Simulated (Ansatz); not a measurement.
`NB(F)O[SiH3]` and `NB(Cl)O[SiH3]` differ in one element.

Ansatz, PBE0-D4/def2-TZVP geometries, multiplicity 1. Each molecule was computed in one conformer, which needn't be the lowest.

```csv
property,`NB(F)O[SiH3]`
HOMO–LUMO gap (ωB97M-V/def2-TZVPP) / eV,12.22
HOMO–LUMO gap (PBE/def2-TZVPP) / eV,5.91
LUMO energy (ωB97M-V/def2-TZVPP) / eV,1.64
LUMO energy (B3LYP/def2-TZVPP) / eV,-0.18
HOMO–LUMO gap (PBE0/def2-TZVPP) / eV,8.25
zero-point energy (PBE0-D4/def2-TZVP) / kJ/mol,169.0
```

What does the change do to each property? (Estimate.)

Ansatz gave: 
| property | `NB(Cl)O[SiH3]` | shift |
| --- | --- | --- |
| HOMO–LUMO gap (ωB97M-V/def2-TZVPP) / eV | 12.18 | -0.04 |
| HOMO–LUMO gap (PBE/def2-TZVPP) / eV | 5.93 | 0.02 |
| LUMO energy (ωB97M-V/def2-TZVPP) / eV | 1.63 | -0.01 |
| LUMO energy (B3LYP/def2-TZVPP) / eV | -0.21 | -0.03 |
| HOMO–LUMO gap (PBE0/def2-TZVPP) / eV | 8.22 | -0.03 |
| zero-point energy (PBE0-D4/def2-TZVP) / kJ/mol | 165.1 | -3.9 |

Positive LUMOs are unbound, so they and the gaps depend on the basis.

B3LYP here is the variant with VWN-RPA as its local correlation; programs differ in this.
